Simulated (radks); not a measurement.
Question: These are the eigenvalues of the occupied orbitals of an atom or ion with whole-number occupations (hartree). Calculated with a radial shooting solver on a logarithmic mesh with Libxc functionals: scalar-relativistic Kohn-Sham, PBE, spin-polarised, spherical densities, finite nucleus; Fermi nuclear charge, rms radius of each element as measured or else 0.836 A^(1/3) + 0.57 fm.

orbital  eigenvalue
1s down   -303.9576
1s up     -303.9573
2s up     -38.32476
2s down   -38.22715
2p up     -33.27066
2p down   -33.19726
3s up      -6.26465
3s down    -6.06934
3p up      -4.78794
3p down    -4.59592
3d up      -2.41891
3d down    -2.23147
5f up      -0.30137

Which element is it, and in what charge state? The configuration may be excited. Open shells, if any, are filled with parallel spins first.

Answer: Z = 28, nickel, charge +3: Ni3+ in [Ar] 3d6 5f1. The list shows which subshells hold electrons but not how many an open one holds; the 1s level, -303.96 hartree, gives Z - s = 24.7 by -(Z - s)^2/2, which with screening and relativity narrows Z to a few neighbours, and the depths of the outer levels then fix element, charge and occupations together.
